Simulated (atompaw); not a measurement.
# Cr (Z = 24) PAW (atompaw): all-electron and pseudo phase curves

atompaw 4.2.0.5 input, output lines left out:

```
Cr 24
LDA-PW scalarrelativistic loggrid 1500 logderivrange -5 5 251
4 4 3 0 0 0
4 0 1
4 1 0
3 2 5
0 0 0
c
c
c
v
c
v
v
v
2
2.85 2.55 2.20 1.95
y
0.2
n
n
y
4.75
n
custom rrkj gramschmidtortho sinc
3 0 troulliermartins
2.85
2.85
1.10
1.60
1.45
1.45
```

The phase is arctan(r·u′/u) with u = r·R(r), unwrapped; energies in Ry, scanned from -5 to 5 Ry. A pole is an energy at which the radial function vanishes at the test radius. The pseudo phase is shifted by a multiple of π to meet the all-electron one at the reference energy, and phase errors are pseudo minus all-electron; the curves can meet again beyond the range given. Levels narrower than the energy grid can be missing from the lists of poles. n/a: not evaluated, since a narrow level or a reset projector energy made the automatic matching unsafe.

Q: For each channel, where are the poles, and over which energies does the pseudopotential scatter like the atom?

A:

```csv
channel,radius (bohr),reference energy (Ry),"poles, all-electron","poles, pseudo",unbroken range about the reference energy with phases within 0.05 rad,phase error 1 Ry above the reference energy (rad)
s,2.86,-0.31,1.29,1.34,below 1.1,-0.000
p,2.86,-0.08,2.13,2.14,n/a,n/a
d,2.86,-0.23,"-0.07, 3.60","-0.07, 3.60",the whole range,-0.000
```

Phases in the s channel:

| E (Ry) | all-electron | pseudo |
| --- | --- | --- |
| -5.00 | 1.405 | 1.402 |
| -4.76 | 1.399 | 1.397 |
| -4.52 | 1.393 | 1.392 |
| -4.28 | 1.387 | 1.386 |
| -4.04 | 1.380 | 1.379 |
| -3.80 | 1.373 | 1.372 |
| -3.56 | 1.364 | 1.363 |
| -3.32 | 1.355 | 1.354 |
| -3.08 | 1.344 | 1.343 |
| -2.84 | 1.331 | 1.331 |
| -2.60 | 1.316 | 1.316 |
| -2.36 | 1.298 | 1.298 |
| -2.12 | 1.276 | 1.276 |
| -1.88 | 1.248 | 1.248 |
| -1.64 | 1.211 | 1.210 |
| -1.40 | 1.159 | 1.159 |
| -1.16 | 1.083 | 1.083 |
| -0.92 | 0.959 | 0.959 |
| -0.68 | 0.728 | 0.728 |
| -0.44 | 0.252 | 0.252 |
| -0.20 | -0.483 | -0.483 |
| 0.04 | -0.994 | -0.994 |
| 0.28 | -1.242 | -1.242 |
| 0.52 | -1.376 | -1.377 |
| 0.76 | -1.460 | -1.460 |
| 1.00 | -1.518 | -1.521 |
| 1.24 | -1.562 | -1.551 |
| 1.48 | -1.599 | -1.593 |
| 1.72 | -1.631 | -1.626 |
| 1.96 | -1.661 | -1.656 |
| 2.20 | -1.692 | -1.685 |
| 2.44 | -1.724 | -1.716 |
| 2.68 | -1.761 | -1.750 |
| 2.92 | -1.805 | -1.790 |
| 3.16 | -1.862 | -1.841 |
| 3.40 | -1.942 | -1.910 |
| 3.64 | -2.067 | -2.013 |
| 3.88 | -2.285 | -2.187 |
| 4.12 | -2.707 | -2.519 |
| 4.36 | -3.375 | -3.131 |
| 4.60 | -3.911 | -3.772 |
| 4.84 | -4.192 | -4.131 |
